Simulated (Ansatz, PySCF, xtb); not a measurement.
Reaction R1 + R2 → P1 + P2, each structure at its B3LYP-D3(BJ)/def2-SVP stationary point, reached from a drawn start (curvature not checked).
R1: AlH5O6Si (SMILES [OH][Al]([OH])[O][Si](O)(O)O), charge 0, multiplicity 1.
P1: H4O4Si (SMILES O[Si](O)(O)O), charge 0, multiplicity 1.
P2, AlH3O3 (SMILES [OH][Al]([OH])[OH]) (charge 0, multiplicity 1):
```xyz
7

O     -1.27161    -1.10517     0.21391
Al    -0.00002    -0.00003    -0.00007
O     -0.33025     1.66147    -0.12011
O      1.60178    -0.55634    -0.09388
H     -2.19577    -0.84812     0.27387
H      0.34794     2.33159    -0.24144
H      1.84783    -1.48339    -0.03238
```
R2: H2O (SMILES O), charge 0, multiplicity 1.

P less R. No zero-point or thermal terms. One arrangement of each flexible species, with no search for the lowest.

The values were computed with Ansatz (Gaussian basis) for Hartree–Fock, density functionals and correlated methods; PySCF for the D3/D4 terms; xtb for the GFN methods. Each number belongs to the level named beside it.

**Question.** One of these levels gives 186.2 meV for the reaction energy. Which one is it?
A. HF/cc-pV(D+d)Z
B. BLYP/def2-TZVPP
C. GFN1-xTB
D. PBE-D4/def2-TZVPP

**Answer.** A, HF/cc-pV(D+d)Z. The others give -3.8 (GFN1-xTB), 208.0 (PBE-D4/def2-TZVPP), 108.2 (BLYP/def2-TZVPP)

Ansatz is a program for electronic structure.
